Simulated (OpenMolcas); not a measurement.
Pt6+ among 6 point charges of -1.7 e arranged as an octahedron (Oh), 1.98 Å from the ion.
```
   1.9800    0.0000    0.0000  -1.70
   0.0000    1.9800    0.0000  -1.70
  -1.9800    0.0000    0.0000  -1.70
   0.0000   -1.9800    0.0000  -1.70
   0.0000    0.0000    1.9800  -1.70
   0.0000    0.0000   -1.9800  -1.70
```

```json
{"Program": "OpenMolcas 26.06", "Method": "SS-CASPT2, IPEA 0.25 Eh, imaginary shift 0.1 Eh (closed shells correlated: 5s 5p)", "Basis": "ANO-RCC-VTZP [8s7p5d3f1g]", "Scalar Hamiltonian": "DKH2, point nucleus", "Active space": "4 electrons in 5 orbitals (5d)", "State averaging": "2S+1 = 5 even, 5 roots; 2S+1 = 3 even, 45 roots; 2S+1 = 1 even, 50 roots", "Spin-orbit coupling": "RASSI with atomic mean-field integrals over the reference wave functions"}
```

Task: What is the spin-free ground state (labels of O, the rotations of Oh)?

Result: 5E, 2-fold in its orbital part, 100 % from free-ion D terms; it has the highest spin that d4 allows.

Task: Where is the first state of the same spin?

Result: 5T2 at 5530 cm-1 above the ground state.

Task: What are the lowest two levels with spin-orbit coupling?

Result: A 1-fold level A1, then a 3-fold level T1 7610 cm-1 above it. Their leading multiplicities are 5 (55 %) and 5 (80 %).

Task: What is χT at 300 K?

Result: 0.03 cm3 K/mol.

Roots that are degenerate in the reference are averaged as groups; the widest CASPT2 spread within a group is 720 cm-1 (the 5-fold group of multiplicity 3 near 25600 cm-1 above the lowest state of its run). Shifts and gaps below about the spread of the groups concerned are not significant. Spin-orbit coupling mixes the spin-free states strongly: the lowest level takes only 30 % from its leading state, 5E. Point charges give a weaker field than real ligands, and real ions of this kind are as a rule low spin; the high spin found here belongs to the model. This field is weak: 10Dq is about 5437 cm-1, while octahedral complexes of 5d ions of charge 3 and more, computed by the same method with explicit ligands, had a median near 35000 cm-1. Ground spin and moment need not be those of a real site. Free-ion shares, where given, are those of the reference states; single-state CASPT2 does not remix them. Point charges carry no covalency, so the field is a model and not that of real ligands. A group larger than the point group allows holds several states that coincide in this model. No measured value stands beside these numbers.
